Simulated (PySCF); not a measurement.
Hf(Cl)3(SH) (Cl3HHfS), SMILES [SH][Hf]([Cl])([Cl])[Cl], multiplicity 1.

Geometry optimised at B3LYP-D3(BJ)/def2-SVP. The spin state was assumed, not searched. The def2 effective core potentials stand for the cores of Hf; spin–orbit coupling is left out. The values are those of a single conformer.

Two levels are set side by side: TDDFT-PBE/def2-SVPD (PySCF) and TDDFT-B3LYP/def2-SVPD (PySCF). Vertical, same geometry. The lowest singlet is HOMO→LUMO 100 % with PBE and HOMO→LUMO 99 % with the other functional; states are paired by order. Differences are taken from unrounded values.

```tsv
quantity	TDDFT-B3LYP	TDDFT-PBE	TDDFT-PBE minus TDDFT-B3LYP
lowest singlet excitation (eV)	4.14	3.79	-0.36
lowest triplet excitation (TDA) (eV)	4.01	3.66	-0.36
```

A lower first singlet is the usual sign of a functional without exact exchange. Differences between two approximate levels are no errors against the true value.

Rough cost on one machine, each run with all the roots and properties that it gave: TDDFT-B3LYP against TDDFT-PBE about 4 times.
